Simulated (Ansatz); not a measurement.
Reaction (formal hydrolysis of a Ga–C bond): `C[O][Ga]([OH])[CH2][SiH3]` + H₂O → `C[O][Ga]([OH])[OH]` + `C[SiH3]`

Computed with Ansatz on PBE0-D4/def2-TZVP structures; ΔE is electronic, products minus reactants. CCSD(T)/CBS is the MP2 limit (def2-TZVPP, def2-QZVPP) plus CCSD(T) − MP2 in def2-TZVPP, frozen cores. This one scheme is used for every species. DFT in def2-TZVPP. B3LYP here is the variant with VWN-RPA as its local correlation; programs differ in this. For Ga outer-core shells are correlated without core-valence functions, which leaves a few kJ/mol of doubt a bond. Scalar relativity is left out up to krypton. Each species was taken in one conformer, which may not be the lowest.

| level | ΔE (kJ/mol) |
| --- | --- |
| B3LYP-D4 | -48.1 |
| ωB97X-V | -51.8 |
| ωB97M-V | -47.2 |
| PBE0 | -47.5 |
| B3LYP | -57.3 |
| CCSD/def2-TZVPP | -51.3 |
| MP2/CBS(def2) | -40.3 |
| CCSD/CBS(def2) | -43.1 |

**Question.** What does CCSD(T)/CBS give? (Estimate.)

**Answer.** The calculation gave: -40.7 kJ/mol. The listed levels differ from it by -7.4, -11.1, -6.5, -6.8, -16.6, -10.6, 0.4, -2.4 kJ/mol.

Largest T1 diagnostic among the species: 0.014.

In def2-TZVPP, CCSD(T) changes the Hartree–Fock value by +19.8 kJ/mol (the triples alone add +2.3 kJ/mol) and MP2 by +20.1 kJ/mol. The D4 term adds +9.2 kJ/mol with B3LYP and +5.4 kJ/mol with PBE0; it sums over pairs of atoms, weighted by their polarisabilities, and B3LYP, whose exchange is more repulsive, gets the larger term.
